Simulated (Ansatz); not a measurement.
Isolated molecules relaxed with PBE0-D4/def2-TZVP in Ansatz; ΔE leaves out vibrations. CBS: MP2 limit from def2 TZ/QZ plus the TZ coupled-cluster correction, frozen cores. Functionals use def2-TZVPP. B3LYP here is the variant with VWN-RPA as its local correlation; programs differ in this. For Ge outer-core shells are correlated without core-valence functions, which leaves a few kJ/mol of doubt a bond. Scalar relativity is left out up to krypton. One conformer a species, not always the lowest.

`BCBCC` + `O[SiH2][GeH2][F]` → `BO[SiH2][GeH2][F]` + `CBCC`  (ligand exchange at a B–C bond)

| level | ΔE (kcal/mol) | difference from CCSD(T)/CBS |
| --- | --- | --- |
| PBE-D4 | -26.2 | 1.6 |
| r2SCAN-D4 | -27.2 | 0.6 |
| B2PLYP | -29.2 | -1.4 |
| B3LYP | -29.2 | -1.4 |
| HF/def2-TZVPP | -32.2 | -4.4 |
| MP2/def2-TZVPP | -28.4 | -0.6 |
| SCS-MP2/def2-TZVPP | -29.3 | -1.5 |
| CCSD/def2-TZVPP | -29.1 | -1.3 |
| CCSD(T)/def2-TZVPP | -28.7 | -0.9 |
| HF/CBS(def2) | -32.4 | -4.6 |
| CCSD(T)/CBS | -27.8 | 0 |

Largest T1 diagnostic among the species: 0.013.

In def2-TZVPP, CCSD(T) changes the Hartree–Fock value by +3.5 kcal/mol (the triples alone add +0.4 kcal/mol) and MP2 by +3.8 kcal/mol.
